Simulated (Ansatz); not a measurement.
Spin states of the cluster K2H2 (the lowest singlet isomer of a short search), each relaxed with r2SCAN-D4/def2-TZVP in Ansatz. Electronic energies in the gas phase.

Correlated methods freeze 10 core orbitals; core or outer-core shells of K are correlated, in sets that lack core-valence functions. In the triplet geometry the species has come apart into loosely held pieces. In the triplet, H3 and H4 lie 0.74 Å apart (atoms count from 1), so H2 has formed as a molecule. In the quintet geometry the species has come apart into loosely held pieces. The structure comes from a short search, and lower isomers may exist.

Singlet geometry (D2h within 0.1 Å):

Cartesian coordinates in Å:
```
K 0.100 -1.092 1.421
K -0.100 1.093 -1.420
H 1.510 0.715 0.446
H -1.510 -0.716 -0.446
```

Triplet geometry:

```
atom   x (Å)   y (Å)   z (Å)
  K1  -0.277  -1.645   4.431
  K2   0.266   1.648  -4.431
  H3   0.095   0.335   0.132
  H4  -0.085  -0.337  -0.132
```

Quintet geometry:

Cartesian coordinates in Å:
```
K 1.531 0.422 -2.116
K -1.541 -0.452 2.103
H 3.215 -1.820 1.964
H -3.206 1.850 -1.952
```

⟨S²⟩: triplet 2.00 at PBE0-D4/def2-TZVP (pure 2.00), quintet 6.00 at PBE0-D4/def2-TZVP (pure 6.00).

Run but left out: GFN1-xTB (tight binding far off the other levels).

Only these spin states were relaxed. The triplet has fallen apart into loose fragments. The quintet has fallen apart into loose fragments. The triplet has other bonds than the singlet, so the gap mixes isomer and spin. The quintet has other bonds than the singlet, so the gap mixes isomer and spin.

| level | triplet − singlet (kJ/mol) | quintet − singlet (kJ/mol) | lowest of these |
| --- | --- | --- | --- |
| HF/def2-TZVPP | -33.6 | 321.2 | triplet |
| PBE-D4/def2-TZVP | 38.2 | 448.6 | singlet |
| r2SCAN-D4/def2-TZVP | 48.4 | 483.7 | singlet |
| B97M-V/def2-TZVP | 88.7 | 533.4 | singlet |
| PBE0-D4/def2-TZVP | 37.1 | 447.1 | singlet |
| BHLYP-D4/def2-TZVP | 42.0 | 456.5 | singlet |
| CAM-B3LYP-D4/def2-TZVP | 55.1 | 487.4 | singlet |
| ωB97M-V/def2-TZVP | 77.5 | 529.6 | singlet |
| MP2/def2-TZVP | -10.1 | 412.7 | triplet |
| MP2/def2-TZVPP | 10.8 | 444.8 | singlet |
| CCSD/def2-TZVPP | 27.9 | 480.4 | singlet |
| CCSD(T)/def2-TZVPP | 29.7 | 481.9 | singlet |

Change of the quintet − singlet gap on mixing in exact exchange, in kJ/mol: PBE to PBE0 (25 % exact exchange) -1.5.
